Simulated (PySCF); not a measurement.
**EPR parameters of C5H8NO2**

Species: C₅H₈NO₂ (doublet state).
Z-matrix (Å and degrees, GFN2-xTB geometry), rows numbered from 1:
```
C 
N   1  1.4124
C   2  1.3089  1  126.74
O   3  1.2316  2  121.85  1     0.91
C   3  1.5186  2  114.20  1  -178.64
C   5  1.5227  3  112.76  2     0.78
O   6  1.4191  5   92.07  3   113.91
C   7  1.4257  6   92.41  5     0.05
H   1  1.0947  2  112.07  3    65.47
H   1  1.0952  2  111.92  3   -58.37
H   1  1.0929  2  106.38  3  -176.16
H   5  1.0883  3  110.09  2  -133.13
H   6  1.0916  5  118.28  3  -128.58
H   6  1.1049  5  110.57  3    -0.33
H   8  1.0931  5  115.86  3     3.00
H   8  1.0932  5  115.30  3   132.82
```

The hyperfine couplings belong to this conformer and change with its torsions.

The species is `C1C(C(=O)[N]C)CO1` [radical].

Theory: UKS B3LYP, pcH-1 on C H N O, non-relativistic, mean-field spin-orbit, GIAO in PySCF. The structure is a single GFN2-xTB conformer in the gas phase; no vibrational or solvent corrections. Couplings are sensitive to structure, and on GFN2-xTB geometries they can be far from those on DFT ones. No stability test was run, so a lower SCF solution isn't excluded.

```
g1, g2, g3                      : 2.00074, 2.00775, 2.02469
g_iso                           : 2.01106
Form of g                       : rhombic: the two nearest values differ by 29 % of g3 − g1
⟨S²⟩                            : 0.7555 (exact 0.7500)
α and β electrons               : 31, 30
HOMO–LUMO gap, α and β orbitals : 7.34, 2.40 eV
Basis functions                 : 280
```

Isotropic coupling and dipolar principal values T1 to T3, in MHz; ρ(0) is the spin density at the nucleus:

| atom | isotope | a_iso | T1 | T2 | T3 | Mulliken spin population | ρ(0) (bohr⁻³) |
| --- | --- | --- | --- | --- | --- | --- | --- |
| C1 | 13C | 4.2 | -5.5 | -2.7 | 8.2 | -0.01 | 0.0037 |
| N2 | 14N | 56.4 | -30.2 | -26.9 | 57.2 | 0.59 | 0.1747 |
| C3 | 13C | -26.0 | -13.7 | -1.9 | 15.5 | -0.04 | -0.0232 |
| O4 | 17O | -15.8 | -107.6 | 53.4 | 54.1 | 0.33 | 0.0261 |
| C5 | 13C | -10.0 | -1.8 | -0.1 | 1.8 | 0.00 | -0.0089 |
| C6 | 13C | 26.6 | -5.5 | -5.0 | 10.4 | 0.03 | 0.0237 |
| O7 | 17O | -2.7 | -11.9 | 5.7 | 6.2 | 0.03 | 0.0044 |
| C8 | 13C | -3.3 | -0.6 | -0.1 | 0.7 | 0.00 | -0.0030 |
| H9 | 1H | 19.8 | -3.9 | -3.0 | 7.0 | 0.01 | 0.0044 |
| H10 | 1H | 41.5 | -3.5 | -3.1 | 6.6 | 0.02 | 0.0093 |
| H11 | 1H | 74.7 | -6.7 | -5.1 | 11.8 | 0.03 | 0.0167 |
| H12 | 1H | -2.4 | -2.7 | -0.6 | 3.2 | 0.00 | -0.0005 |
| H13 | 1H | 33.5 | -2.8 | -1.3 | 4.1 | 0.02 | 0.0075 |
| H14 | 1H | 41.9 | -11.9 | -1.0 | 13.0 | 0.00 | 0.0094 |
| H15 | 1H | 5.0 | -2.0 | -0.7 | 2.7 | 0.00 | 0.0011 |
| H16 | 1H | 7.7 | -1.3 | -0.5 | 1.8 | 0.00 | 0.0017 |

The Mulliken spin populations are largest on N2 (+0.59) and O4 (+0.33).

N2, the radical centre as drawn in `C[N]C(=O)C1COC1`, holds a spin population of +0.59 out of 1.

Under fast tumbling the dipolar parts average out, and these isotropic splittings remain: 1 × 14N (N2, I = 1, 3 lines) with 2.01 mT, 3 × 1H (H9/H10/H11, I = 1/2, 4 lines) with 1.61 mT, 2 × 1H (H14/H15, I = 1/2, 3 lines) with 0.83 mT, 2 × 1H (H13/H16, I = 1/2, 3 lines) with 0.73 mT and 1 × 1H (H12, I = 1/2, 2 lines) with 0.08 mT.

Nuclei that the bonding pattern makes equivalent are averaged, as if the motion that swaps them (rotation, inversion, ring flip) were fast. The three 1H nuclei of mean +45.3 MHz run from 19.8 to 74.7 MHz in the frozen geometry. The 1H value of +23.4 MHz is a mean of couplings from 5.0 to 41.9 MHz in this one geometry, not an average over conformers. The 1H value of +20.6 MHz is a mean of couplings from 7.7 to 33.5 MHz in this one geometry, not an average over conformers.

The 13C coupling of C3 (-26.0 MHz) shows only in satellite lines or after enrichment, since that isotope makes up about 1.07 % of natural carbon.

The 17O coupling of O4 (-15.8 MHz) shows only in satellite lines or after enrichment, since that isotope makes up about 0.038 % of natural oxygen.

On one thread, Arm Neoverse V2 (aarch64), shared host, this took 72 s wall (with the writing of density and orbital grids) and 0.96 GiB of memory at its peak.
